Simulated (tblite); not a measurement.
Species: C2H6P2Si2.
Geometry (GFN2-xTB, Å), atoms numbered from 1 in this order:
```
atom  x, y, z in Å
C1     2.878    1.062    0.512
C2     2.028    0.220    0.381
Si3    0.656   -1.000    0.164
P4    -1.117   -0.580    1.533
Si5   -2.159   -0.075   -0.417
P6    -0.473   -0.707   -1.794
H7     3.633    1.785    0.630
H8     1.133   -2.377    0.310
H9    -0.752    0.715    1.845
H10   -2.514    1.338   -0.540
H11   -3.314   -0.948   -0.608
H12    0.002    0.567   -2.041
```

All values are computed: GFN2-xTB (tblite) harmonic vibrations without scaling, gas phase. Errors from tens to a few hundred cm⁻¹ against measured bands are possible. Modes of hydrogen on phosphorus and silicon can be 10 to 20 % off. One conformer, not necessarily the lowest.

Harmonic wavenumbers (cm⁻¹): 29.4, 76.6, 102.8, 218.1, 258.8, 271.9, 393.7, 406.6, 411.9, 439.1, 444.1, 478.5, 524.0, 555.7, 605.7, 634.6, 645.3, 673.0, 673.4, 681.0, 681.3, 732.3, 748.1, 2190.7, 2218.7, 2240.7, 2265.4, 2318.4, 2331.7, 3350.6.

A = 2116, B = 1180, C = 900.0 MHz; mass 147.948 u (most abundant isotopes); point group Cs, symmetry number 1.

**Question.** What is the zero-point energy?

**Answer.** ½Σν̃ = 13801 cm⁻¹ = 165.10 kJ/mol.

**Question.** Give the ideal-gas entropy at 200 K and 1 bar in the rigid-rotor, harmonic-oscillator model (classical rotation).

**Answer.** Translation 162.88, rotation 117.82, vibration 74.28: S = 355.0 J/(mol K).

**Question.** And Cp and H(200 K) − H(0)?

**Answer.** Cp = 120.18 J/(mol K), of which vibrations give 86.92 (their classical limit is 30 R = 249.4); H(200 K) − H(0) = 14.65 kJ/mol without the zero-point energy, 8.00 from vibrations.

**Question.** What must be added to the electronic energy to get the Gibbs energy at 200 K and 1 bar?

**Answer.** ZPE + [H(200 K) − H(0)] − T·S = 165.10 + 14.65 − 70.99 = 108.76 kJ/mol.

**Question.** How do the functions run with temperature in this model?

**Answer.** 
| T (K) | S (J/(mol K)) | Cp (J/(mol K)) | H − H(0) (kJ/mol) | G − H(0) (kJ/mol) | ln q(vib) |
| --- | --- | --- | --- | --- | --- |
| 50 | 249.8 | 52.1 | 2.12 | -10.37 | 0.73 |
| 100 | 291.1 | 70.4 | 5.15 | -23.96 | 1.83 |
| 298.15 | 410.6 | 158.3 | 28.46 | -93.97 | 6.55 |
| 373.15 | 448.3 | 177.2 | 41.09 | -126.21 | 8.43 |
| 500 | 503.3 | 198.0 | 64.99 | -186.67 | 11.48 |
| 750 | 588.8 | 223.3 | 117.91 | -323.70 | 16.86 |
| 1000 | 655.5 | 239.9 | 175.95 | -479.54 | 21.48 |

q(vib) and H(0) count from the zero-point level.

Hindered rotation and anharmonicity are outside this model. Other conformers, if any are populated, would add a mixing term that is left out.
